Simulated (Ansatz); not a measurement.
`C[SiH](O)O[Si](C)(O)O` + CH₃NH₂ → `CN[SiH](C)O` + `C[Si](O)(O)O`  (ligand exchange at the Si–O bond)

Computed with Ansatz on PBE0-D4/def2-TZVP structures; ΔE is electronic, products minus reactants. CBS: MP2 limit from def2 TZ/QZ plus the TZ coupled-cluster correction, frozen cores. Functionals use def2-TZVPP. B3LYP here is the variant with VWN-RPA as its local correlation; programs differ in this. HSE06 is defined as in plane-wave codes. One conformer a species, not always the lowest.

```tsv
level	ΔE (kcal/mol)	difference from CCSD(T)/CBS
LDA (SPW92)	12.0	-3.2
PBE-D4	13.5	-1.7
BLYP-D4	15.0	-0.2
r2SCAN-D4	15.1	-0.1
B97M-V	15.8	0.6
PBE0-D4	14.3	-0.9
B3LYP-D4	15.7	0.5
r2SCAN0-D4	15.4	0.2
HSE06-D4	14.3	-0.9
BHLYP-D4	17.0	1.8
CAM-B3LYP-D4	15.8	0.6
ωB97X-V	15.0	-0.2
ωB97M-V	14.8	-0.4
B2PLYP	15.1	-0.1
PBE-QIDH	14.6	-0.6
PBE	13.0	-2.2
revPBE	13.3	-1.9
BLYP	14.4	-0.8
r2SCAN	14.8	-0.4
PBE0	13.8	-1.4
r2SCANh	14.9	-0.3
r2SCAN0	15.0	-0.2
HSE06	13.8	-1.4
BHLYP	16.0	0.8
CAM-B3LYP	15.1	-0.1
LC-ωPBE	13.9	-1.3
RPA@PBE/def2-TZVPP	15.6	0.4
HF/def2-SVP	16.9	1.7
MP2/def2-SVP	14.7	-0.5
CCSD/def2-SVP	15.3	0.1
CCSD(T)/def2-SVP	15.2	0.0
HF/def2-TZVPP	17.9	2.7
MP2/def2-TZVPP	14.8	-0.4
SCS-MP2/def2-TZVPP	15.4	0.2
CCSD/def2-TZVPP	15.6	0.4
MP2/def2-QZVPP	14.8	-0.4
SCS-MP2/def2-QZVPP	15.4	0.2
HF/CBS(def2)	18.3	3.1
MP2/CBS(def2)	14.6	-0.6
CCSD/CBS(def2)	15.5	0.3
CCSD(T)/CBS	15.2	0
```

Largest T1 diagnostic among the species: 0.011.

Leaving LDA and LC-ωPBE aside and taking each functional with its dispersion term where it has one, the values, not all of them listed here, spread over 3.8 kcal/mol, from revPBE-D4 to BHLYP-D4. LDA lies −1.0 kcal/mol from PBE without D4. In def2-TZVPP, CCSD(T) changes the Hartree–Fock value by −2.6 kcal/mol (the triples alone add −0.3 kcal/mol) and MP2 by −3.1 kcal/mol. From PBE to PBE0 (25 % exact exchange), in def2-TZVPP and without D4, ΔE moves by +0.8 kcal/mol.
